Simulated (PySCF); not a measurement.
C9H7N.
InChI=1S/C9H7N/c1-2-6-9-8(4-1)5-3-7-10-9/h1-7H

Linear response at CAM-B3LYP/def2-SVPD (PySCF, frozen core in the response, non-relativistic). Geometry: PBE0-D3(BJ)/def2-SVP; no solvent, vibrations or thermal averaging.

Static isotropic polarisability: 110.83 au (16.42 Å³), principal values 59.1, 113.6, 159.8 au.

What is the polarisability at 1064 nm and at the sodium D line?

112.59 au at 1064 nm (+1.6 %), 117.03 au at 589.3 nm (+5.6 %). The rise at 589.3 nm is 3.52 times that at 1064 nm; a pure ω² law gives 3.26. The lowest singlet lies at 272 nm, shorter than both wavelengths.

What is the isotropic C6 coefficient between two such molecules, C6 = (3/π)∫α(iω)² dω?

4264 au (Eh·bohr⁶) by a ten-point quadrature over imaginary frequencies, which is 2550 eV·Å⁶ or 246 J·nm⁶/mol.

Which effective excitation energy ω̄ makes London's formula C6 = (3/4)α²ω̄ exact here?

ω̄ = 4·C6/(3α²) = 0.463 Eh = 12.6 eV. A one-pole form α(ω) = α/(1 − ω²/ω̄²) fitted to the 1064 nm value gives 9.3 eV. London's choice of the ionisation energy (8.63 eV, ΔSCF at the same level) gives C6 = 2920 au, 32 % too low.

How anisotropic is the static polarisability, by Δα² = ½[(α1 − α2)² + (α2 − α3)² + (α3 − α1)²]?

Δα = 87.3 au, or 0.79 of the isotropic value.

How many electrons N does the Slater–Kirkwood formula C6 = (3/4)·√N·α^(3/2) need to give this C6?

N = (4·C6/3)²/α³ = 23.7; the species has 68 electrons in all.

What molar refraction at the D line follows from R = (4π/3)·N_A·α′, with α′ the polarisability volume?

α′ = 17.34 Å³ gives R = 43.74 cm³/mol, for isolated, non-vibrating species.

What does −C6/R⁶ come to at R = 12 Å between centres?

-82 J/mol. This is the leading, orientation-averaged term; C8 and higher terms are left out.

What three-body coefficient follows from the one-pole estimate C9 = (3/4)·α·C6?

354000 au. This is an estimate from the two numbers above, not a computed integral.

The lowest 6 singlets have (eV, f): 4.56, 0.002; 4.66, 0.027; 4.72, 0.055; 5.62, 0.000; 6.09, 0.967; 6.28, 0.082. What share of the static polarisability do they carry in the sum over states α = Σ f/ω²?

23.68 au, 21.4 % of α; the largest term, 19.33 au, is that of the state at 6.09 eV. Their oscillator strengths add up to 1.13. Higher states carry the rest.

On one thread, Intel Xeon Platinum 8488C (x86_64), shared host with 192 logical CPUs at a one-minute load of 43, this took 72 s of wall time and 1.3 GiB of memory at its peak. This is the whole response run at CAM-B3LYP/def2-SVPD, SCF included.
